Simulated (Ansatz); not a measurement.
AlBr$_{3}$, charge -1, doublet, at a GFN2-xTB geometry (such geometries of metal compounds can be far from the true shape) (a state made from the parent by changing its charge; the spin is typed, not shown lowest) (a gas-phase anion, which may not be bound at this level); R2SCAN/cc-pVDZ (Ansatz, a first-principles code).

Input for Ansatz:
Ansatz 0.2 input:
```yaml
crystal:
  periodic: [false, false, false]
  atoms:
    - {symbol: Al, position_ang: [-0.32189270, 0.11479649, -0.20406704]}
    - {symbol: Br, position_ang: [-1.83660573, -1.77411671, 0.10868846]}
    - {symbol: Br, position_ang: [0.35206382, 2.30354843, -1.04982837]}
    - {symbol: Br, position_ang: [1.60410206, -0.57207041, 1.01693624]}
basis:
  gaussian:
    orbitals: cc-pVDZ
hamiltonian:
  xc: r2scan
total_charge: -1
magnetization: {spin_polarized: true, initial_magnetization: 1}
```

What the program printed (banner, timings and long lists left out):

```
Functional definition: r2SCAN
1131 factors; integrals over basis functions are off by at most 5.3e-4 eV
mean field evaluation 1: about -216737.8765 eV, gradient 6.0e0 eV
mean field evaluation 2: about -216737.7674 eV, gradient 6.9e0 eV
mean field evaluation 4: about -216738.1197 eV, gradient 2.2e-1 eV
mean field evaluation 8: about -216738.1156 eV, gradient 2.1e-2 eV
mean field evaluation 16: about -216736.8670 eV, gradient 3.7e0 eV
mean field -216738.11560679 eV, -7964.9788381782 hartree, gradient 2.1e-5 eV, S^2 0.756568; 4 other end points of the search recorded, 0 dependent functions left out
reference -216738.11561818 eV, -7964.9788385968 hartree; 60, 59 occupied and 39, 40 virtual orbitals, 1131 factors
Total energy: -216738.11561818 eV, -7964.9788385968 hartree
```
